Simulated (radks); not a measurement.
Problem. All-electron atom: Lu LXIV in [He] 2s2 2p4 (the NIST ground configuration). All-electron calculation, non-relativistic Kohn-Sham, TPSS, spin-polarised, spherical densities, point nucleus; open shells are filled with parallel spins first (spin-orbit coupling, left out, can overturn this in heavy ions); meta-GGA in the generalised Kohn-Sham scheme; relativity is left out, which matters for an element this heavy. Program: a radial shooting solver on a logarithmic mesh with Libxc functionals. Some entries of the table are withheld. Estimate them.

| orbital | occ. | eigenvalue (hartree) | <1/r> (bohr^-1) |
|---|---|---|---|
| 1s up | 1 | -2369.141 | (1) |
| 1s down | 1 | -2367.992 | (2) |
| 2s up | 1 | (3) | 17.00 |
| 2s down | 1 | (4) | 16.96 |
| 2p up | 3 | -536.7636 | 16.95 |
| 2p down | 1 | -534.5555 | 16.93 |

Solution. 
(1) 1s up <1/r> (bohr^-1): 70.54
(2) 1s down <1/r> (bohr^-1): 70.56
(3) 2s up eigenvalue (hartree): -547.0606
(4) 2s down eigenvalue (hartree): -545.2707
